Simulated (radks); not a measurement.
Results of a calculation; reference values are marked as such.
Problem. All-electron atom: N- in [He] 2s2 2p4. Level of theory: non-relativistic Kohn-Sham, LB94 model potential, spin-polarised, spherical densities, point nucleus; open shells are filled with parallel spins first; Watson sphere of charge +1 and radius 2.28 bohr (a radial shooting solver on a logarithmic mesh with Libxc functionals). Some entries of the table are withheld. Estimate them.

orbital  occ.  eigenvalue (hartree)  <r^2> (bohr^2)
1s down     1             -14.82794             (1)
1s up       1             -14.79913             (2)
2s up       1                   (3)           2.310
2s down     1                   (4)           2.431
2p up       3              -0.44076           3.211
2p down     1              -0.37580           3.582

Solution. 
(1) 1s down <r^2> (bohr^2): 0.07017
(2) 1s up <r^2> (bohr^2): 0.07022
(3) 2s up eigenvalue (hartree): -0.83962
(4) 2s down eigenvalue (hartree): -0.76052
